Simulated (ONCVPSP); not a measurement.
**Configuration tests for Pd (Z = 46) (ONCV)**

Pd, optimised norm-conserving Vanderbilt (ONCV), made with ONCVPSP 4.0.1 (PBEsol, scalar-relativistic). Core [Ar] 3d10, reference 4s2 4p6 4d9 (charge +1). Waves: 4s: rc 1.00 bohr, ncon 4, nbas 8, qcut 7.6 1/bohr, 2 projectors, debl 3.6 Ha; 4p: rc 1.10 bohr, ncon 3, nbas 6, qcut 8.3 1/bohr, 2 projectors, debl 0.4 Ha; 4d: rc 1.55 bohr, ncon 3, nbas 7, qcut 12.3 1/bohr, 3 projectors, debl 0.8 Ha; f scattering state at 0.04 Ha: rc 1.55 bohr, ncon 4, nbas 7, qcut 7.7 1/bohr, 3 projectors, debl 0.4 Ha. Local part: polynomial inside 0.90 bohr (lpopt 5, dvloc0 3 Ha). Core correction: Teter function, fcfact 5.75, rcfact 1.65.

In the p channel the program set the typed energies aside and used -2.294, 0.250 Ha.

Energies are relative to the spin-unpolarised reference configuration 4s2 4p6 4d9; without spin polarisation the order of configurations can differ from experiment.

| valence configuration | charge | ΔE all-electron (eV) | error AE − PS (meV) |
| --- | --- | --- | --- |
| 4s2 4p6 4d8 | +2 | 20.818 | -1.2 |
| 4s2 4p6 4d7 | +3 | 55.166 | -2.7 |
| 4s2 4p6 4d6 | +4 | 104.491 | -0.5 |

Problem. What are ΔE and the potential's error for 4s2 4p6 4d10?

Solution. ΔE = -9.121 eV all-electron; the error (AE − PS) is -0.3 meV.

Levels in the configuration 4s2 4p6 4d10:

```json
{"level": "4s", "all-electron (eV)": "-85.248", "pseudo (eV)": "-85.253"}
{"level": "4p", "all-electron (eV)": "-51.141", "pseudo (eV)": "-51.141"}
{"level": "4d", "all-electron (eV)": "-4.051", "pseudo (eV)": "-4.050"}
```

Note: ghosts flagged at negative energy: f at -45.1 eV; GHOST(+) flagged for s at 208.0 eV. A true bound ghost makes a file unfit for plane-wave use.
